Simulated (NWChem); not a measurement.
Species: Ge2H6O; SMILES [OH][GeH2][GeH3]

```xyz
9

O      1.1094     1.9770     0.2099
Ge    -0.3992     1.0094    -0.0526
Ge     0.0635    -1.4042     0.0315
H      1.4752     1.8041     1.0912
H     -0.8655     1.4618    -1.4543
H     -1.4680     1.4046     1.0091
H      0.6893    -1.7902     1.3941
H      1.0502    -1.8203    -1.0827
H     -1.2435    -2.2159    -0.1409
```
Atoms are numbered in this order, from 1.

Level: B3LYP/6-31G* (spherical d) (NWChem), optimised geometry, unscaled harmonic frequencies. 

Problem. List the harmonic frequencies with IR intensities, and the thermochemistry.

Solution. 
| frequency (cm⁻¹) | IR intensity (km/mol) |
|---|---|
| 69 | 0.6 |
| 118 | 3.4 |
| 202 | 122.0 |
| 255 | 3.4 |
| 335 | 14.4 |
| 446 | 11.9 |
| 516 | 2.2 |
| 661 | 80.2 |
| 671 | 85.1 |
| 747 | 299.8 |
| 802 | 58.4 |
| 863 | 22.8 |
| 875 | 28.6 |
| 879 | 47.3 |
| 977 | 114.5 |
| 2064 | 160.7 |
| 2099 | 85.1 |
| 2113 | 106.9 |
| 2124 | 113.1 |
| 2132 | 198.8 |
| 3763 | 40.6 |

| Property | Value |
|---|---|
| zero-point energy | 32.4 kcal/mol |
| thermal correction to the enthalpy at 298.15 K (with zero-point energy) | 37.4 kcal/mol |
| heat capacity Cv | 22.9 cal/(mol K) |
| entropy at 298.15 K and 1 atm (symmetry number 1) | 83.7 cal/(mol K) |
| dipole moment | 1.53 D |

Rigid rotor and harmonic oscillator; modes under 100 cm⁻¹ make the entropy uncertain.
